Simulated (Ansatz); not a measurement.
Geometry optimisation, RKS PBE-D4/def2-SVP (Ansatz).

Input:

```yaml
crystal:
  periodic: [false, false, false]
  atoms:
    - { symbol: B, position_ang: [-1.5316, 0.9959, 0.7283] }
    - { symbol: C, position_ang: [-0.5236, -0.0438, 0.2404] }
    - { symbol: O, position_ang: [-0.3613, -0.9532, 1.2753] }
    - { symbol: O, position_ang: [0.7657, 0.639, -0.0499] }
    - { symbol: C, position_ang: [1.43565, 0.82375, 1.15373] }
    - { symbol: H, position_ang: [-1.3601, 1.7252, 1.6643] }
    - { symbol: H, position_ang: [-2.5648, 1.1859, 0.1267] }
    - { symbol: H, position_ang: [-0.9218, -0.5208, -0.6657] }
    - { symbol: H, position_ang: [-0.1487, -1.8219, 0.9162] }
    - { symbol: H, position_ang: [2.36063, 1.36333, 0.87135] }
    - { symbol: H, position_ang: [0.83815, 1.50404, 1.81292] }
    - { symbol: H, position_ang: [1.6959, -0.09597, 1.63952] }
basis:
  gaussian: { orbitals: def2-SVP }
hamiltonian:
  xc: pbe
  dispersion: d4
relax:
  f_tol: 0.015
  max_steps: 40
```

Launched with:

```bash
$ ansatz run input.yaml --threads 2 --pin off --max-ram 3072MiB --backend cpu --events-out ev --progress --plain --runs-dir out
```

Question: Where does it end, and by what steps?

Answer: It converged. After 24 steps the energy has fallen by 0.841 eV; H12 moved furthest, 1.25 Å. Joined: B1–O4 (2.45 → 1.62 Å).

```
step  energy less start (eV)  largest force component (eV/Å)  accepted
   0                  0.0000                           2.220       yes
   1                 -0.3298                           0.741       yes
   2                 -0.3631                           0.373       yes
   3                 -0.3499                           0.462        no
   4                 -0.3809                           0.249       yes
   5                 -0.3924                           0.218       yes
   6                 -0.3994                           0.250       yes
   7                 -0.4313                           0.294       yes
   8                 -0.4596                           0.509       yes
   9                 -0.5062                           0.652       yes
  10                 -0.6224                           0.883       yes
  11                 -0.6053                           1.396        no
  12                 -0.7416                           0.701       yes
  13                 -0.7753                           0.672       yes
  14                 -0.8091                           0.151       yes
  15                 -0.8135                           0.279       yes
  16                 -0.8262                           0.255       yes
  17                 -0.8322                           0.170       yes
  18                 -0.8363                           0.173       yes
  19                 -0.8399                           0.068       yes
  20                 -0.8406                           0.088       yes
  21                 -0.8410                           0.075       yes
  22                 -0.8414                           0.017       yes
  23                 -0.8412                           0.045        no
  24                 -0.8414                           0.003       yes
```

```xyz
12
Properties=species:S:1:pos:R:3
B -1.191 1.174 0.520
C -0.884 -0.360 0.450
O -0.643 -1.087 1.559
O 0.313 0.761 0.101
C 1.346 0.912 1.072
H -1.230 1.676 1.632
H -1.769 1.713 -0.407
H -0.917 -0.937 -0.495
H -0.196 -1.924 1.321
H 1.506 1.994 1.254
H 1.074 0.423 2.032
H 2.277 0.457 0.674
```

The run took 37 s on 2 threads of AMD EPYC 7B13 (Zen 3), with other jobs on the host, peak memory 0.16 GiB.
